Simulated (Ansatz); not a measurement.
Ligand exchange: GeH2(CH3)Br + HI → GeH2(CH3)I + HBr

Species: GeH2(CH3)Br, singlet; HI (hydrogen iodide), singlet; GeH2(CH3)I, singlet; HBr (hydrogen bromide), singlet. The partners trade Br for I: Ge–Br and H–I bonds give way to Ge–I and H–Br.

Shapes, held fixed at every level: PBE0-D4/def2-TZVP. Programs: Ansatz 0.2.0. The zero-point and thermal change to 298 K, harmonic and unscaled (PBE0-D4/def2-TZVP), is +1.5 kJ/mol.

Task: Estimate ΔH(298 K) of this reaction.

Result: The highest level, CCSD(T)/def2-TZVPP, gives ΔH(298 K) = +2.0 kJ/mol; the levels span -3.0 to +2.0. That is about zero within the method's error. They disagree on the sign: 3 of 8 are positive. The column of differences is taken from that level and isn't an error. No measured value is set beside it here. For atoms past krypton def2 sets carry core potentials with scalar relativity. Relativity is left out for Br, Ge. Outer-core shells of Br, Ge, I are correlated in most correlated rows, in sets that cover them unevenly.

| level | kind | ΔH(298 K) (kJ/mol) | less CCSD(T)/def2-TZVPP |
| --- | --- | --- | --- |
| SPW92/def2-TZVPP | LDA | -1.3 | -3.3 |
| r2SCAN-D4/def2-TZVPP | meta-GGA | +0.1 | -1.9 |
| B3LYP-D4/def2-TZVPP | global hybrid | +0.2 | -1.8 |
| MP2/def2-SVP | perturbation theory | -3.0 | -5.0 |
| MP2/def2-TZVPP | perturbation theory | -2.1 | -4.1 |
| CCSD(T)/def2-SVP | coupled cluster or CI | -1.7 | -3.7 |
| CCSD/def2-SVP | coupled cluster or CI | -1.3 | -3.3 |
| CCSD(T)/def2-TZVPP | coupled cluster or CI | +2.0 | 0.0 |
